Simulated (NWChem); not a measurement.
# In, doublet

Program: NWChem. Spin-unrestricted. The open p shell is one determinant without spherical averaging. No stability test was run on the SCF state. def2 effective core potentials on In; no spin-orbit coupling.

For level OLYP/def2-SVP:

```yaml
highest occupied level (eV): -2.52
lowest empty minus highest occupied level, either spin (eV): 0.28
```

Task: What are these values for level B3LYP/def2-SVP?

Result: 
| Property | Result |
|---|---|
| highest occupied level (eV) | -3.32 |
| lowest empty minus highest occupied level, either spin (eV) | 1.26 |
